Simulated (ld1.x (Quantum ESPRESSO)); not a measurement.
**Varying the PAW potential for Ce**

Base potential:

```
Element                 : Ce (Z = 58)
Generator               : ld1.x (Quantum ESPRESSO) 7.5
Type                    : PAW
Functional              : PBE
Relativity              : scalar-relativistic
Frozen core             : [Kr] 4d10
Valence charge          : 12
Reference configuration : 4f1 5s2 5p6 5d1 6s0 6p0 (charge +2)
Partial waves           : 5s (bound): rcut 2.45, rcutus 2.95 bohr; 6s (bound, empty): rcut 2.45, rcutus 2.95 bohr; 5p (bound): rcut 2.20, rcutus 2.85 bohr; 6p (bound, empty): rcut 2.20, rcutus 2.85 bohr; 5d (bound): rcut 3.65, rcutus 3.85 bohr; 5d channel at -0.2 Ry: rcut 3.65, rcutus 3.85 bohr; 4f (bound): rcut 1.05, rcutus 1.30 bohr; 4f channel at 0.6 Ry: rcut 1.05, rcutus 1.30 bohr
Local potential         : all-electron potential smoothed inside 1.60 bohr (lloc = -2)
Core correction         : Bessel-smoothed model core inside 0.60 bohr
Augmentation charge     : BESSEL, radius 1.00 bohr
```

All-electron outer shells of the reference configuration (PBE, scalar-relativistic, ld1.x):

| shell | level (eV) | outermost node (bohr) | outermost maximum (bohr) |
| --- | --- | --- | --- |
| 4p | -223.93 | 0.33 | 0.62 |
| 4d | -123.35 | 0.31 | 0.66 |
| 5s | -53.37 | 0.75 | 1.37 |
| 5p | -35.93 | 0.81 | 1.55 |
| 4f | -18.18 | – | 0.71 |
| 5d | -14.85 | 0.92 | 2.07 |
| 6s | -13.76 | 1.79 | 3.37 |
| 6p | -10.08 | 2.09 | 4.06 |

Cutoffs, loose and tight: the cutoffs (Ry, on a coarse ladder) from which the occupation-weighted sum of valence levels, in a spherical-Bessel basis at the reference potential, stays within 10 and 1 mRy of its value at 400 Ry. They do not see the model core or the augmentation charge, which bear on the density cutoff. Test errors are all-electron minus pseudo excitation energies from the reference, over the configurations 4f1 5s2 5p6 5d1 6s2 6p0; 4f1 5s2 5p6 5d1 6s1 6p0; 4f1 5s2 5p6 5d0 6s0 6p0; 4f2 5s2 5p6 5d0 6s1 6p0; 4f1 5s2 5p6 5d1 6s1 6p1; 4f0 5s2 5p6 5d1 6s2 6p0; 4f1 5s2 5p6 5d0 6s2 6p0. A dash means not determined; rows that change the core or the reference have their own tests.

Cutoffs are not given where the Bessel-basis levels miss the radial ones by over 6 mRy, ghosts where they miss by over 20 mRy; a channel whose overlap is not positive is not tested.

A file whose overlap is not positive is unfit for use, and its test errors describe a broken file.

| change | outcome | cutoff, loose | cutoff, tight | bound ghosts | largest test error (meV) |
| --- | --- | --- | --- | --- | --- |
| base | generated, overlap not positive | – | – | not determined (overlap not positive) | test run stopped at test 1 of 7 (negative rho) |
| local potential all-electron potential smoothed inside 1.62 bohr (lloc = -2) | generated, overlap not positive | – | – | not determined (overlap not positive) | test run stopped at test 1 of 7 (negative rho) |
| local potential all-electron potential smoothed inside 1.94 bohr (lloc = -2) | generated, overlap not positive | – | – | not determined (overlap not positive) | test run stopped at test 1 of 7 (negative rho) |
| local potential all-electron potential smoothed inside 2.26 bohr (lloc = -2) | generated, overlap not positive | – | – | not determined (overlap not positive) | test run stopped at test 1 of 7 (negative norm?) |
| local potential all-electron potential smoothed inside 2.72 bohr (lloc = -2) | generated | 80 Ry | 110 Ry | none | test run stopped at test 1 of 7 (negative rho) |
| local potential all-electron potential smoothed inside 3.14 bohr (lloc = -2) | generated | 80 Ry | 110 Ry | none | test run stopped at test 1 of 7 (negative rho) |
| local potential all-electron potential smoothed inside 3.54 bohr (lloc = -2) | generated | 80 Ry | 110 Ry | none | test run stopped at test 1 of 7 (negative rho) |
| local potential all-electron potential smoothed inside 3.98 bohr (lloc = -2) | generated | 80 Ry | 110 Ry | none | test run stopped at test 2 of 7 (negative rho), 1 before it not solved |
| local potential all-electron potential smoothed inside 4.32 bohr (lloc = -2) | generated | 80 Ry | 110 Ry | none | test run stopped at test 1 of 7 (negative rho) |

Reading the sweep of the rcloc (base included, trends over the rows without a ghost): The loose cutoff stays near 80 Ry.
